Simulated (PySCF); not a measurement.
Exercise with solution: chemical shift, span and skew from a shielding tensor

Si(F)(Cl)(Me)2 (C₂H₆ClFSi), SMILES C[Si](C)(F)Cl. Atoms are numbered in the order given.

```xyz
11

C      0.9966    -0.6920     1.5642
Si     0.3312     0.0477     0.0000
C      0.9966    -0.6920    -1.5642
F      0.6625     1.6426     0.0000
Cl    -1.7273    -0.1214     0.0000
H      0.5563    -0.1972     2.4435
H      0.7548    -1.7653     1.6168
H      2.0916    -0.5789     1.6124
H      0.5563    -0.1972    -2.4435
H      0.7548    -1.7653    -1.6168
H      2.0916    -0.5789    -1.6124
```
Charge 0, spin multiplicity 1.

The structure is a stationary point at ωB97X-D3(BJ)/def2-SVP.

GIAO shieldings from PBE/pcSseg-1 (PySCF), non-relativistic, no solvent. The symmetric part of the tensor of F4 has the principal values 247.6, 312.8, 339.1 ppm. The same nucleus in CFCl3 has σ = 133.6 ppm at this level (PySCF, at its B3LYP-D3(BJ)/def2-TZVP geometry). Without spin–orbit terms, shifts of atoms bonded to Cl or Br come out too high.

Question: Work out the isotropic shielding, the ¹⁹F shift against CFCl3, the span and the skew.

Answer: 
σ(iso) = (σ11 + σ22 + σ33)/3 = 299.8 ppm. δ = σ(ref) − σ(iso) = 133.6 − (299.8) = -166.2 ppm.
Span Ω = σ33 − σ11 = 91.5 ppm. Skew κ = 3(σ(iso) − σ22)/Ω = -0.43. Tumbling in solution averages the tensor to δ; in a static solid the shielding alone would spread this spin-1/2 line over Ω.
